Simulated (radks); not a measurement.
The numbers below are computed, except where a source is named.
Effect of the nuclear size on the silver ion Ag+, [Kr] 4d10. Level of theory: Dirac Kohn-Sham, PBE, spin-unpolarised, spherical densities, finite nucleus; Fermi nuclear charge, rms radius 4.5454 fm (a radial shooting solver on a logarithmic mesh with Libxc functionals). The rms radius is varied about that value; shifts are against it.

| rms radius (fm) | total energy shift (eV) | density at nucleus (e/bohr^3) | 1s1/2 shift (meV) | 2s1/2 shift (meV) | 4s1/2 shift (meV) | 5s1/2 (empty) shift (meV) |
|---|---|---|---|---|---|---|
| 3.9181 | -0.727 | 1.487e+05 | -306 | -34.2 | -1.23 | -0.111 |
| 4.1636 | -0.454 | 1.474e+05 | -191 | -21.4 | -0.765 | -0.069 |
| 4.5454 | 0 | 1.457e+05 | 0.000 | 0.000 | 0.000 | 0.000 |
| 4.8727 | 0.416 | 1.443e+05 | 175 | 19.6 | 0.702 | 0.064 |
| 5.1454 | 0.782 | 1.433e+05 | 329 | 36.8 | 1.32 | 0.120 |

Slopes of the eigenvalues against <r^2> in GHz/fm^2, as finite differences over the two radii next to the reference (eigenvalue slopes, not the field-shift constants of lines): 1s1/2 13800, 2s1/2 1550, 4s1/2 55.4, 5s1/2 (empty) 5.02.
